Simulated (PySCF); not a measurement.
## Spinor energies of Te (tellurium, neutral)

Start: [Kr] 4d10 5s1 5p4 5d1; 5s1/2 filled at m_j = +1/2; 5p1/2 filled at m_j = +1/2; 5p3/2 filled at m_j = -1/2, +1/2, +3/2; 5d5/2 filled at m_j = +5/2. Calculated with PySCF 2.14 in x2c-TZVPall-2c with one added diffuse shell each of s, p, d, f type (9s10p6d3f, 90 functions): generalised Hartree-Fock with the X2C-1e Hamiltonian and a Gaussian nucleus; one run each with spin-orbit coupling (SO) switched off, then screened by Boettger's factors. This is a chosen level, not necessarily the ground level.

```json
{"spinor shell": "1s1/2", "electrons": "2", "ε, spin-free (eV)": "-31978.1", "ε, screened SO (eV)": "-31974.7", "weight of nominal j (screened SO)": "1.000", "rms radius, screened SO (bohr)": "0.0318"}
{"spinor shell": "2s1/2", "electrons": "2", "ε, spin-free (eV)": "-5005.7", "ε, screened SO (eV)": "-5004.6", "weight of nominal j (screened SO)": "1.000", "rms radius, screened SO (bohr)": "0.130"}
{"spinor shell": "2p1/2", "electrons": "2", "ε, spin-free (eV)": "-4487.0", "ε, screened SO (eV)": "-4677.7", "weight of nominal j (screened SO)": "1.000", "rms radius, screened SO (bohr)": "0.112"}
{"spinor shell": "3s1/2", "electrons": "2", "ε, spin-free (eV)": "-1042.0", "ε, screened SO (eV)": "-1041.6", "weight of nominal j (screened SO)": "1.000", "rms radius, screened SO (bohr)": "0.343"}
{"spinor shell": "3p1/2", "electrons": "2", "ε, spin-free (eV)": "-869.38", "ε, screened SO (eV)": "-905.92", "weight of nominal j (screened SO)": "1.000", "rms radius, screened SO (bohr)": "0.336"}
{"spinor shell": "3p3/2", "electrons": "4", "ε, spin-free (eV)": "-869.38", "ε, screened SO (eV)": "-852.59", "weight of nominal j (screened SO)": "1.000", "rms radius, screened SO (bohr)": "0.347"}
{"spinor shell": "3d3/2", "electrons": "4", "ε, spin-free (eV)": "-608.87", "ε, screened SO (eV)": "-615.17", "weight of nominal j (screened SO)": "1.000", "rms radius, screened SO (bohr)": "0.320"}
{"spinor shell": "3d5/2", "electrons": "6", "ε, spin-free (eV)": "-608.87", "ε, screened SO (eV)": "-604.26", "weight of nominal j (screened SO)": "1.000", "rms radius, screened SO (bohr)": "0.323"}
{"spinor shell": "4s1/2", "electrons": "2", "ε, spin-free (eV)": "-198.33", "ε, screened SO (eV)": "-198.16", "weight of nominal j (screened SO)": "1.000", "rms radius, screened SO (bohr)": "0.815"}
{"spinor shell": "4p1/2", "electrons": "2", "ε, spin-free (eV)": "-142.49", "ε, screened SO (eV)": "-149.47", "weight of nominal j (screened SO)": "0.999", "rms radius, screened SO (bohr)": "0.857"}
{"spinor shell": "4p3/2", "electrons": "4", "ε, spin-free (eV)": "-142.49", "ε, screened SO (eV)": "-139.14", "weight of nominal j (screened SO)": "1.000", "rms radius, screened SO (bohr)": "0.886"}
{"spinor shell": "4d3/2", "electrons": "4", "ε, spin-free (eV)": "-58.203", "ε, screened SO (eV)": "-59.094", "weight of nominal j (screened SO)": "0.970", "rms radius, screened SO (bohr)": "1.04"}
{"spinor shell": "4d5/2", "electrons": "6", "ε, spin-free (eV)": "-58.203", "ε, screened SO (eV)": "-57.392", "weight of nominal j (screened SO)": "0.980", "rms radius, screened SO (bohr)": "1.05"}
{"spinor shell": "5s1/2", "electrons": "1", "ε, spin-free (eV)": "-27.535", "ε, screened SO (eV)": "-27.421", "weight of nominal j (screened SO)": "1.000", "rms radius, screened SO (bohr)": "2.20"}
{"spinor shell": "5p3/2", "electrons": "3", "ε, spin-free (eV)": "-13.154", "ε, screened SO (eV)": "-14.452", "weight of nominal j (screened SO)": "0.609", "rms radius, screened SO (bohr)": "2.65"}
{"spinor shell": "5p1/2", "electrons": "1", "ε, spin-free (eV)": "-13.154", "ε, screened SO (eV)": "-9.520", "weight of nominal j (screened SO)": "0.589", "rms radius, screened SO (bohr)": "2.84"}
{"spinor shell": "5d5/2", "electrons": "1", "ε, spin-free (eV)": "-1.718", "ε, screened SO (eV)": "-1.713", "weight of nominal j (screened SO)": "1.000", "rms radius, screened SO (bohr)": "5.64"}
```

Task: Where does 2p3/2 lie, and what is the 2p spin-orbit splitting (screened SO)?

Result: At -4400.6 eV, 277.07 eV above 2p1/2.

```json
{"quantity": "E (hartree)", "spin-free": "-6789.39377", "screened SO": "-6791.29143"}
{"quantity": "M_J", "spin-free": "5", "screened SO": "5"}
{"quantity": "⟨J²⟩", "spin-free": "30.022", "screened SO": "30.024"}
{"quantity": "⟨L²⟩", "spin-free": "12.013", "screened SO": "12.130"}
{"quantity": "⟨S²⟩", "spin-free": "6.009", "screened SO": "5.981"}
```

Each row is a mean over spinors that exchange with the open shell spreads, by up to 0.988 eV (4s1/2).

Rows whose weight is well below 1 are mixtures of j = l ± 1/2: exchange outweighs spin-orbit coupling there, and the label is only the starting occupation.

Breit and QED terms are absent; they matter most for the inner s and p1/2 levels.

Densities and radii are taken from the X2C orbitals without a picture-change correction, which distorts them close to the nucleus.

Without spin-orbit coupling the j labels of p, d and f shells carry no meaning; the spin-free column gives the mean over the occupied spinors of each nl shell.
